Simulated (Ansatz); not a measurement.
Gas-phase electronic energies from Ansatz, PBE0-D4/def2-TZVP geometries. CCSD(T)/CBS adds triple-zeta CCSD(T) − MP2 to the extrapolated MP2 energy (def2 sets, frozen cores). DFT in def2-TZVPP. B3LYP here is the variant with VWN-RPA as its local correlation; programs differ in this. Each species was taken in one conformer, which may not be the lowest.

`[CH3][AlH][NH][AlH2]` + `CO[SiH2][SiH3]` → `[CH3][AlH][O][SiH2][SiH3]` + `C[NH][AlH2]`  (redistribution)

```
             level  ΔE (kcal/mol)  difference from CCSD(T)/CBS
            PBE-D4          -18.1                          0.5
         r2SCAN-D4          -18.6                          0.0
           PBE0-D4          -18.4                          0.2
          B3LYP-D4          -19.0                         -0.4
            B2PLYP          -18.5                          0.1
            r2SCAN          -18.4                          0.2
             B3LYP          -18.4                          0.2
     HF/def2-TZVPP          -18.7                         -0.1
    MP2/def2-TZVPP          -18.7                         -0.1
SCS-MP2/def2-TZVPP          -18.6                          0.0
   CCSD/def2-TZVPP          -18.5                          0.1
     HF/def2-QZVPP          -18.8                         -0.2
    MP2/def2-QZVPP          -19.0                         -0.4
      HF/CBS(def2)          -18.9                         -0.3
     MP2/CBS(def2)          -19.1                         -0.5
    CCSD/CBS(def2)          -18.9                         -0.3
       CCSD(T)/CBS          -18.6                            0
```

Largest T1 diagnostic among the species: 0.012.
